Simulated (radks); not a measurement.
Isoelectronic series with 41 electrons, all held in the configuration [Kr] 4d4 5s1, which need not be the ground one along the series. Method: Dirac Kohn-Sham, PBE, spin-unpolarised, spherical densities, finite nucleus; open shells fill j = l - 1/2 first; Fermi nuclear charge, rms radius of each element as measured or else 0.836 A^(1/3) + 0.57 fm; computed with a radial shooting solver on a logarithmic mesh with Libxc functionals. Total energies (hartree) and orbital eigenvalues (eV) (* marks an orbital that is empty in some or all of the ions):

ion    E (hartree)     4d5/2*      4d3/2      5s1/2      4p3/2      4p1/2
Nb     -3820.07571    -2.9073    -3.0607    -3.9555   -33.7222   -35.8158
Tc2+   -4285.21036   -25.4438   -25.7762   -19.9167   -64.4482   -67.4475
Rh4+   -4780.52662   -58.5819   -59.1504   -42.6691  -105.8860  -110.0836
Ag6+   -5306.15623  -100.2906  -101.1636   -71.0980  -155.8546  -161.5718
In8+   -5862.33422  -149.8696  -151.1272  -104.8131  -213.6821  -221.2812
Sb10+  -6449.35450  -206.9765  -208.7105  -143.6312  -279.0623  -288.9542
I12+   -7067.55100  -271.4120  -273.7270  -187.4581  -351.8294  -364.4787
Cs14+   -7717.2970  -343.0486  -346.0630  -236.2470  -431.8851  -447.8161
La16+   -8398.9982  -421.7999  -425.6460  -289.9804  -519.1700  -538.9719

4d5/2 drops below 5s1/2 between Nb and Tc2+. 4d3/2 drops below 5s1/2 between Nb and Tc2+.
